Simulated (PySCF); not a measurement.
C₃HF₄, SMILES C(F)(F)(C(=[CH])F)F, multiplicity 2. Atoms are numbered in the order given.

```xyz
8

C      1.2243    -1.6489     0.0000
C      0.1038    -0.9661     0.0000
F     -1.1110    -1.5242     0.0000
C      0.0168     0.5489     0.0000
F     -0.6400     0.9868    -1.0808
F     -0.6400     0.9868     1.0808
F      1.2393     1.0924     0.0000
H      2.2958    -1.4806     0.0000
```
Charge 0, spin multiplicity 2.

Geometry: B3LYP-D3(BJ)/def2-SVP. The isomer is the one that the SMILES or the coordinates give; other isomers of the formula were not compared.

Calculation: PySCF with PBE/pcH-1.

Unrestricted Kohn–Sham, ⟨S²⟩ = 0.759. Hyperfine tensors hold the contact and dipolar terms, without spin-orbit corrections.

Computed hyperfine couplings:
| nucleus | A(iso) (MHz) | A(iso) (G) | dipolar principal values (MHz) |
|---|---|---|---|
| 13C no. 1 | 283.6 | 101.2 | -83.6, -62.2, 145.8 |
| 13C no. 2 | -39.7 | -14.2 | -22.7, 0.4, 22.3 |
| 19F no. 3 | 144.3 | 51.5 | -104.2, -36.0, 140.3 |
| 13C no. 4 | 65.8 | 23.5 | -5.8, -4.6, 10.4 |
| 19F no. 5 | 15.3 | 5.5 | -22.7, -20.0, 42.8 |
| 19F no. 6 | 15.3 | 5.5 | -22.7, -20.0, 42.8 |
| 19F no. 7 | 11.5 | 4.1 | -8.4, -7.5, 16.0 |
| 1H no. 8 | -1.9 | -0.7 | -32.2, -7.7, 39.9 |
